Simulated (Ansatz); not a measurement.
The same path of FH + H6OW (10 atoms, charge 0, multiplicity 1) was run twice with different band settings. Lost on the way: W1–H2, W1–H4, W1–H5, F9–H10. Made: W1–F9, H2–H10, H4–H5.

These are results of Ansatz 0.2.0, RHF/def2-SVP, not measurements.

Relaxed end points:

```xyz
10
Properties=species:S:1:pos:R:3
W -0.117 -0.080 -0.258
H -0.601 1.041 0.912
H 0.586 0.378 -1.714
H 0.890 1.273 -0.164
H -1.777 -0.014 0.006
O 0.612 -1.641 0.378
H 1.134 -1.836 1.146
H -1.054 -0.377 -1.614
F 1.580 0.077 2.577
H 1.288 0.931 2.511
```

```xyz
10
Properties=species:S:1:pos:R:3
W 0.443 0.122 -0.250
H 1.400 0.186 2.501
H 2.071 0.129 -0.709
H -1.861 0.244 0.037
H -1.652 0.325 0.760
O 0.342 -1.642 0.244
H 0.293 -2.499 0.628
H -0.121 0.000 -1.830
F 0.322 1.963 -0.014
H 1.301 0.923 2.413
```

Common settings: spring 5.0 eV/Å²; optimiser quadratic models (default); start path through a guess of the saddle point; force threshold 0.05 eV/Å; iteration limit 60; end points relaxed.

| run | movable images | climbing image |
| --- | --- | --- |
| 1 | 5 | yes |
| 2 | 8 | no |

Q: What does each run give, and how far can it be trusted?

A: Run 1: converged after 47 iterations, highest image 1.257 eV above the first end. Neighbouring images differ by up to 1.4 eV, so the band resolves the path poorly. A vibrational analysis at the climbing image gives one clearly imaginary mode, 1548i cm⁻¹: a first-order saddle point.
Run 2: converged after 51 iterations, highest image 0.872 eV above the first end. No image climbed, so the highest image needn't sit at the top of the path.
The orbitals stay closed-shell, which can raise the energy where a bond breaks towards radicals; this wasn't checked here.
